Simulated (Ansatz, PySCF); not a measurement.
Breaking the In1–H2 bond in H5InSi (SMILES [SiH3][InH2]) (multiplicity 1 held, fragments rigid). Energies count from the point at 1.738 Å.
Geometry at that point (charge 0, multiplicity 1):
```xyz
7

In    -0.32667    -0.55207     0.06666
H      0.14658    -1.70442     1.27819
H     -1.69917    -0.94454    -0.92206
Si     0.98425     1.66634    -0.20679
H      0.75722     2.53070     0.98115
H      0.57859     2.43361    -1.41050
H      2.44423     1.40738    -0.29782
```

U- levels take the lowest unrestricted solution at each point, which mixes spins at long bonds. Active spaces are followed from a long bond inwards. Levels need not reach the same state.

Cores are frozen in the correlated methods. Filled d and f shells under p-block atoms count as core. Rows in 3-21G, LANL2DZ carry no dispersion term and start afresh at each structure; the Pople sets are all-electron and without relativity. LANL2DZ brings its own core potentials from Na on.

Run with Ansatz (an electronic-structure program); PySCF for 3-21G rows, LANL2DZ rows. Each number belongs to the level named beside it. In def2 rows elements past Kr take small-core potentials, without spin–orbit coupling.

Other levels give for the energy at R = 5.561 Å: U-PBE/def2-TZVPP 289.3; U-B3LYP/def2-TZVPP 298.9; U-wB97X-V/def2-TZVPP 314.2; FIC-MRCISD+Q on CASSCF(2,2)/def2-TZVPP 304.3 kJ/mol.

**Question.** What do these common cheap choices give for the same quantity: R-HF/3-21G, U-HF/LANL2DZ, R-B3LYP/LANL2DZ, U-B3LYP/LANL2DZ?

**Answer.** R-HF/3-21G 631.6; U-HF/LANL2DZ 227.6; R-B3LYP/LANL2DZ 463.5; U-B3LYP/LANL2DZ 310.6 kJ/mol. They span 227.6 to 631.6 kJ/mol.

Doubts at one or more of the structures used: a restricted determinant that unrestricted orbitals would lower (R-HF/3-21G); a spin-contaminated determinant (U-HF/LANL2DZ, U-B3LYP/LANL2DZ, U-PBE/def2-TZVPP, U-B3LYP/def2-TZVPP, U-wB97X-V/def2-TZVPP).
